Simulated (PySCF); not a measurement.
## Broadened absorption spectrum of C5H7F3O

C5H7F3O.
Atom-mapped SMILES: `[CH2:1]=[CH:2][C@:3]([CH3:4])([F:5])[O:6][CH:7]([F:8])[F:9]` (hydrogens: H10, H11 on C1; H12 on C2; H13, H14, H15 on C4; H16 on C7)

Theory: PySCF, TDDFT B3LYP/def2-SVPD, vertical, gas phase, core orbitals frozen in the response. Isolated species at its PBE0-D3(BJ)/def2-SVP geometry (one conformer only). Torsions of this conformer, `[CH2:1]=[CH:2][C@:3]([CH3:4])([F:5])[O:6][CH:7]([F:8])[F:9]`: C1–C2–C3–C4 -100°, C2–C3–O6–C7 65°, C3–O6–C7–F8 -123°.

Computed states:

```tsv
state	E (eV)	f
S1	7.03	0.027
S2	7.39	0.288
S3	7.65	0.078
S4	7.98	0.0024
S5	8.34	0.0029
S6	8.38	0.013
S7	8.50	0.0025
S8	8.60	0.0031
S9	8.69	0.0018
S10	8.71	0.0037
```

Broadening: Gaussians 0.5 eV wide at half height, area fixed by f = 4.319×10⁻⁹ ∫ε dν̃. The width is an assumption, not a result. The curve ends short of the highest state used, and states not computed would add to its high-energy end.

(1) What does the envelope look like, and where are its maxima?

(2) Coming from long wavelengths, where does ε first pass 100 L mol⁻¹ cm⁻¹?

(3) On this curve, what absorbance would a 10⁻⁵ mol/L sample give at 193 nm over a 1 cm path?

(4) Does any computed singlet lie in the visible range?

Results:

(1) 
E (eV), ε (L mol⁻¹ cm⁻¹) and a bar:
```
     6.28          3 
     6.34          8 
     6.40         19 
     6.47         49 
     6.53        100 
     6.59        190 
     6.66        372 #
     6.72        623 #
     6.78        994 ##
     6.85       1642 ###
     6.91       2457 ####
     6.97       3602 ######
     7.04       5471 #########
     7.10       7571 #############
     7.16      10054 #################
     7.23      13128 ######################
     7.29      15501 ##########################
     7.35      17208 #############################
     7.42      17953 ##############################
     7.48      17408 #############################
     7.54      15904 ###########################
     7.61      13335 ######################
     7.67      10836 ##################
     7.73       8391 ##############
     7.80       5882 ##########
     7.86       4152 #######
     7.92       2841 #####
     7.99       1806 ###
     8.05       1283 ##
     8.11       1020 ##
```

Maxima: 167 nm (7.42 eV), ε about 18000, made up of S2 (86%) and S3 (13%) (ε in L mol⁻¹ cm⁻¹; maxima over ε = 5, shares over 10%).

(2) At about 190 nm (6.53 eV), 0.50 eV below S1.

(3) 193 nm is 6.424 eV, where ε is about 27 L mol⁻¹ cm⁻¹, so A = ε c l ≈ 0.00027 (Beer–Lambert, with the gas-phase spectrum and the assumed width).

(4) No computed singlet lies in the visible range (380 to 750 nm); the lowest, at 176 nm, stands 3.76 eV above its violet end (3.26 eV).

The vertical ionisation energy (ΔSCF) is 10.62 eV, 1.90 eV above S10.
